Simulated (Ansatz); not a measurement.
```yaml
crystal:
  periodic: [false, false, false]
  atoms:
    - {symbol: C, position_ang: [-2.912253, -0.605313, -0.644215]}
    - {symbol: N, position_ang: [-1.564693, -1.024984, -0.347663]}
    - {symbol: C, position_ang: [-1.488903, -2.411071, 0.029048]}
    - {symbol: Zr, position_ang: [-0.082470, 0.351110, -0.639037]}
    - {symbol: O, position_ang: [-0.284726, 1.287260, -2.342905]}
    - {symbol: N, position_ang: [-0.142178, 1.604286, 0.974104]}
    - {symbol: C, position_ang: [-0.952149, 1.586703, 2.161904]}
    - {symbol: C, position_ang: [0.716229, 2.761267, 0.904956]}
    - {symbol: N, position_ang: [1.697013, -0.651321, -0.531980]}
    - {symbol: C, position_ang: [2.115439, -1.388251, -1.699211]}
    - {symbol: C, position_ang: [2.677293, -0.683364, 0.520308]}
    - {symbol: H, position_ang: [-3.574018, -0.706047, 0.229562]}
    - {symbol: H, position_ang: [-2.939189, 0.448412, -0.948224]}
    - {symbol: H, position_ang: [-3.357970, -1.189678, -1.463748]}
    - {symbol: H, position_ang: [-0.454087, -2.696516, 0.229924]}
    - {symbol: H, position_ang: [-2.077239, -2.617786, 0.936338]}
    - {symbol: H, position_ang: [-1.875801, -3.072934, -0.761734]}
    - {symbol: H, position_ang: [-0.396900, 1.875958, -3.081279]}
    - {symbol: H, position_ang: [-0.335365, 1.564520, 3.073638]}
    - {symbol: H, position_ang: [-1.594444, 0.703674, 2.172164]}
    - {symbol: H, position_ang: [-1.596725, 2.476892, 2.232897]}
    - {symbol: H, position_ang: [1.312648, 2.755742, -0.016575]}
    - {symbol: H, position_ang: [1.426331, 2.796125, 1.745322]}
    - {symbol: H, position_ang: [0.146874, 3.703289, 0.915545]}
    - {symbol: H, position_ang: [1.362670, -1.327505, -2.494347]}
    - {symbol: H, position_ang: [2.266785, -2.455647, -1.476938]}
    - {symbol: H, position_ang: [3.058451, -1.002547, -2.116363]}
    - {symbol: H, position_ang: [3.644095, -0.268835, 0.193501]}
    - {symbol: H, position_ang: [2.869753, -1.711102, 0.865204]}
    - {symbol: H, position_ang: [2.335531, -0.102335, 1.379803]}
basis:
  gaussian: {orbitals: def2-TZVPPP, fitting: {mean_field: def2-universal-jkfit}, point_charges: [{charge: 2.00, position_ang: [6.635, 0.173, 0.828]}]}
hamiltonian: {xc: {name: LC-wPBE}}
```

```sh
$ ansatz run in.yaml --threads 11 --pin off --events-out ev --progress --plain --max-ram 174080MiB --backend cpu
```

**Question.** How does Ansatz answer? (An estimate is asked.)

**Answer.** Computed: The input was rejected before any iteration.
```
Error: <dir> can't be read: No such file or directory (os error 2)
```
